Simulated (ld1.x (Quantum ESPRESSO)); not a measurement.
## Before and after: ultrasoft potential for hafnium

```json
{"Element": "hafnium", "Generator": "ld1.x (Quantum ESPRESSO) 7.5", "Type": "ultrasoft", "Functional": "PBE", "Relativity": "scalar-relativistic", "Frozen core": "[Xe] 4f14", "Valence charge": "4", "Reference configuration": "5d2 6s2 6p0", "Partial waves": "6s (bound): rcut 2.20, rcutus 2.85 bohr; 6s channel at 1.85 Ry: rcut 2.20, rcutus 2.85 bohr; 6p (bound, empty): rcut 4.15, rcutus 4.55 bohr; 6p channel at 0.4 Ry: rcut 4.15, rcutus 4.55 bohr; 5d (bound): rcut 1.65, rcutus 2.15 bohr; 5d channel at 1 Ry: rcut 1.65, rcutus 2.15 bohr", "Local potential": "all-electron potential smoothed inside 3.45 bohr (lloc = -2)", "Core correction": "a·sin(br)/r model core inside 1.40 bohr", "Augmentation charge": "built from norm-conserving waves at rcut, not smoothed further"}
```

All-electron outer shells of the reference configuration (PBE, scalar-relativistic, ld1.x):

| shell | level (eV) | outermost node (bohr) | outermost maximum (bohr) |
| --- | --- | --- | --- |
| 5p | -35.57 | 0.60 | 1.16 |
| 4f | -16.83 | – | 0.45 |
| 6s | -5.11 | 1.37 | 2.89 |
| 5d | -2.69 | 0.67 | 1.69 |
| 6p | -1.40 | 1.66 | 4.05 |

Change: fully relativistic.

Cutoffs: the cutoffs (Ry, on a coarse ladder) from which the occupation-weighted sum of valence levels, in a spherical-Bessel basis at the reference potential, stays within 10 and 1 mRy of its value at 400 Ry; they do not see the model core or the augmentation charge, which bear on the density cutoff. Errors are all-electron minus pseudo energies relative to the spin-unpolarised reference configuration.

Q: What does the change do?

A: The potential gets neither clearly harder nor softer (18 Ry and 21 Ry → 18 Ry and 21 Ry); a bound ghost appears in p, which as a rule spoils a file; of the 7 tests that both files solve, the error grows in 1 and shrinks in 3 by more than 15 % and 0.3 meV (median size 38.5 → 31.5 meV).

| quantity | base | changed |
| --- | --- | --- |
| cutoff, loose | 18 Ry | 18 Ry |
| cutoff, tight | 21 Ry | 21 Ry |
| bound ghosts | none | p1/2 |
| error for 5d2 6s1 6p0, meV [ΔE 7.98 eV] | -7.8 | -4.8 |
| error for 5d2 6s0 6p0, meV [ΔE 22.16 eV] | -39 | -32 |
| error for 5d1 6s0 6p0, meV [ΔE 43.95 → 43.94 eV] | -275 | -268 |
| error for 5d2.5 6s1.5 6p0, meV [ΔE 1.26 eV] | -11 | -8.9 |
| error for 5d1 6s2 6p0, meV [ΔE 6.50 eV] | -63 | -64 |
| error for 5d2 6s0 6p2, meV [ΔE 7.86 → 7.80 eV] | -6.7 | -17 |
| error for 5d3 6s0 6p0, meV [ΔE 9.99 eV] | -72 | -65 |
| s: phases at 4.98 bohr within 0.05 rad from the reference energy up to (Ry; the scan ends near 5) | 3.1 | 3.1 |
| lowest overlap eigenvalue by channel | s 0.49, p 0.70, d 0.99 | s 0.49, p1/2 0.55, p3/2 0.66, d3/2 0.99, d5/2 0.99 |

 A true bound ghost makes a file unfit for plane-wave use even where its test errors are small: the radial tests pick states by their node count and pass the ghost by.
